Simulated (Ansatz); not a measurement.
Geometry optimisation, Ansatz 0.2.0, RKS PBE/def2-SVP.

Input file:

```yaml
crystal:
  periodic: [false, false, false]
  atoms:
    - { symbol: Al, position_ang: [-1.2751, 0.70257, -0.60363] }
    - { symbol: "N", position_ang: [0.35417, 0.24108, 0.04603] }
    - { symbol: B, position_ang: [0.91843, -0.92825, 0.59947] }
    - { symbol: Cl, position_ang: [2.57637, -0.94656, 1.05614] }
    - { symbol: H, position_ang: [-2.58686, 0.15721, -0.01296] }
    - { symbol: H, position_ang: [-1.29801, 1.66958, -1.79856] }
    - { symbol: H, position_ang: [1.03517, 1.00024, -0.031] }
    - { symbol: H, position_ang: [0.27583, -1.89587, 0.74452] }
basis:
  gaussian: { orbitals: def2-SVP }
hamiltonian:
  xc: pbe
relax:
  f_tol: 0.015
  max_steps: 40
```

Command:

```bash
$ ansatz run input.yaml --threads 1 --pin off --max-ram 2048MiB --backend cpu --events-out ev --progress --plain --runs-dir out
```

Problem. Where does it end, and by what steps?

Solution. The forces met the threshold. After 7 steps the energy has fallen by 0.247 eV; H5 moved furthest, 0.55 Å.

```tsv
step	energy less start (eV)	largest force component (eV/Å)	accepted
0	0.0000	1.467	yes
1	-0.1432	0.717	yes
2	-0.1837	0.561	yes
3	-0.2298	0.285	yes
4	-0.2396	0.171	yes
5	-0.2448	0.105	yes
6	-0.2464	0.040	yes
7	-0.2465	0.004	yes
```

```xyz
8
Properties=species:S:1:pos:R:3
Al -1.250 0.676 -0.629
N 0.461 0.296 -0.106
B 0.842 -0.830 0.656
Cl 2.545 -1.100 1.107
H -2.406 -0.326 -0.195
H -1.444 2.003 -1.491
H 1.229 0.927 -0.370
H 0.024 -1.647 1.027
```

The run took 25 s on 1 thread of Arm Neoverse V1, on a shared host, peak memory 0.14 GiB.
